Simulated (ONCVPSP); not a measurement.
Before and after: ONCV potential for Zn (Z = 30)

zinc, optimised norm-conserving Vanderbilt (ONCV), made with ONCVPSP 4.0.1 (PBE, scalar-relativistic). Core [Ar] 3d10, reference 4s1 4p1. Waves: 4s: rc 1.65 bohr, ncon 4, nbas 8, qcut 3.8 1/bohr, 2 projectors, debl 3.7 Ha; 4p: rc 2.75 bohr, ncon 4, nbas 7, qcut 2.7 1/bohr, 2 projectors, debl 1.2 Ha; d scattering state at 0.26 Ha: rc 2.30 bohr, ncon 4, nbas 9, qcut 4.4 1/bohr, 2 projectors, debl 3.7 Ha. Local part: polynomial inside 1.40 bohr (lpopt 2, dvloc0 4 Ha). Core correction: Teter function, parameters optimised by the program.

All-electron outer shells of the reference configuration (PBE, scalar-relativistic, ld1.x):

```csv
shell,level (eV),outermost node (bohr),outermost maximum (bohr)
3p,-85.65,0.25,0.59
3d,-12.34,–,0.57
4s,-7.40,0.85,2.04
4p,-2.10,0.92,2.89
```

Change: p: qcut 4.

Cutoffs: the cutoffs (Ha) at which the residual kinetic energy of the hardest occupied pseudo-wave falls to 1 and 0.1 mHa per electron; they do not see the model core or the augmentation charge, which bear on the density cutoff. Errors are all-electron minus pseudo energies relative to the spin-unpolarised reference configuration.

Problem. What does the change do?

Solution. The potential gets neither clearly harder nor softer (6.3 Ha and 13 Ha → 6.3 Ha and 13 Ha); of the 4 tests that both files solve, the error grows in 0 and shrinks in 1 by more than 15 % and 0.3 meV (median size 29.1 → 30.1 meV); neither file shows a bound ghost.

```tsv
quantity	base	changed
cutoff, loose	6.3 Ha	6.3 Ha
cutoff, tight	13 Ha	13 Ha
loose cutoff by channel	s 6.3 Ha, p 1.7 Ha	s 6.3 Ha, p 1.8 Ha
bound ghosts	none	none
GHOST(+) flags under 300 eV	d at 122.6 eV	d at 122.6 eV
error for 4s2 4p0, meV [ΔE -5.09 eV]	-28	-30
error for 4s1 4p0, meV [ΔE 4.80 eV]	-30	-30
error for 4s1.5 4p0, meV [ΔE -1.15 eV]	+1.3	+0.3
error for 4s0 4p1, meV [ΔE 11.13 eV]	-91	-94
s: phases at 1.67 bohr within 0.05 rad from the reference energy up to (Ha; the scan ends near 5)	to the end of the scan	to the end of the scan
p: phases at 2.80 bohr within 0.05 rad from the reference energy up to (Ha; the scan ends near 5)	4.5	4.5
d: phases at 2.34 bohr within 0.05 rad from the reference energy up to (Ha; the scan ends near 5)	0.4	0.4
rms error of d²Exc/dni dnj with the model core, mHa	0.10	0.07
```

Base: The cutoffs count occupied waves only; projector 2 of the d channel, the hardest unoccupied one, needs 77 Ha at the loose tolerance. Changed file: The cutoffs count occupied waves only; projector 2 of the d channel, the hardest unoccupied one, needs 77 Ha at the loose tolerance.
